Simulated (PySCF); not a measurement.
Species: C5H5FNO2 (doublet state).
Structure used (GFN2-xTB), in Å, numbered top down from 1:
```xyz
14
C5H5FNO2 angstrom
C      2.4072    0.1906   -0.4821
O      1.2170    0.4951   -1.1883
C      0.0538    0.2574   -0.6111
C     -0.2222   -0.2804    0.6647
F      0.6589   -0.6712    1.5867
C     -1.6762   -0.3562    0.8575
C     -2.1548    0.2245   -0.5023
O     -3.3057    0.3668   -0.8183
N     -1.0626    0.5410   -1.2677
H      3.2194    0.4706   -1.1493
H      2.4743   -0.8759   -0.2533
H      2.4810    0.7663    0.4438
H     -2.0414    0.2443    1.6945
H     -2.0492   -1.3732    1.0030
```

The hyperfine couplings belong to this conformer and change with its torsions.

The species is `C1(=C(OC)[N]C(C1)=O)F` [radical].

Computed, not measured: PySCF 2.14.0, UKS B3LYP, pcH-1 on C F H N O, non-relativistic, mean-field spin-orbit, GIAO. The structure is a single GFN2-xTB conformer in the gas phase; no vibrational or solvent corrections. Couplings are sensitive to structure, and on GFN2-xTB geometries they can be far from those on DFT ones. No stability test was run, so a lower SCF solution isn't excluded.

Problem. Give the principal g shifts and their parts.

Solution. 
```json
{"Δg (ppm)": "relativistic mass correction", "1": "-231", "2": "-231", "3": "-231"}
{"Δg (ppm)": "gauge correction", "1": "-11", "2": "43", "3": "41"}
{"Δg (ppm)": "orbital Zeeman/spin–orbit", "1": "-38", "2": "2900", "3": "4581"}
{"Δg (ppm)": "total", "1": "-280", "2": "2712", "3": "4391"}
```

So g = 2.00204, 2.00503, 2.00671 and g_iso = 2.00459; the tensor is rhombic: the two nearest values differ by 36 % of g3 − g1. Axes: g3 points within 3° of the C4–C6 bond.

Problem. At 9.447 GHz, how far is the centre of the isotropic spectrum from where a free electron (g = 2.002319) resonates?

Solution. B = hν/(g μB) with μB/h = 13.99624 MHz/mT gives 337.09 mT for the free electron and 336.71 mT at g_iso, 0.38 mT lower.

Problem. What are the electron Larmor frequencies g μB B/h along the three axes at 330 mT?

Solution. 9.2469, 9.2608, 9.2685 GHz for g1, g2 and g3, a range of 21.6 MHz.

Problem. How much does each term add to the isotropic shift?

Solution. The orbital-Zeeman/spin–orbit term 2481, the mass correction -231 and the gauge correction 24 ppm, for a total of 2274 ppm. The orbital-Zeeman/spin–orbit term is the largest in size. The mass correction is the same along every axis, so the anisotropy comes from the other two: their spans along these axes are 55 (gauge) and 4619 ppm (orbital Zeeman/spin–orbit).

Problem. In a frozen sample, at which fields do the three g values resonate at 9.5, 34, 94 and 263 GHz (hyperfine left aside), and which band first spreads them over more than twice a line width of 0.5 mT?

Solution. 
```tsv
band	GHz	B(g3) mT	B(g2) mT	B(g1) mT	spread mT
X	9.5	338.24	338.53	339.03	0.79
Q	34.0	1210.55	1211.56	1213.37	2.82
W	94.0	3346.81	3349.62	3354.62	7.81
J	263.0	9363.96	9371.80	9385.81	21.85
```

The spread grows in proportion to the frequency. Q band is the first where it exceeds 1.0 mT.

The Mulliken spin populations are largest on C4 (+0.63), N9 (+0.32), O8 (+0.14) and C3 (-0.09). The positive populations add up to 1.19 and the negative ones to -0.19, together 2S = 1. The angles at C4 add up to 360.0°, so it is planar.

The HOMO–LUMO gaps are 5.69 eV among the α and 3.42 eV among the β orbitals.

On an Arm Neoverse V2 with one thread, shared host with 96 logical CPUs at a one-minute load of 68, this took 83 s of wall time (with the writing of density and orbital grids) and 0.97 GiB of memory at its peak.

The SMILES draws the unpaired electron on N9; the largest computed Mulliken spin population is on C4 (0.63 against 0.32).
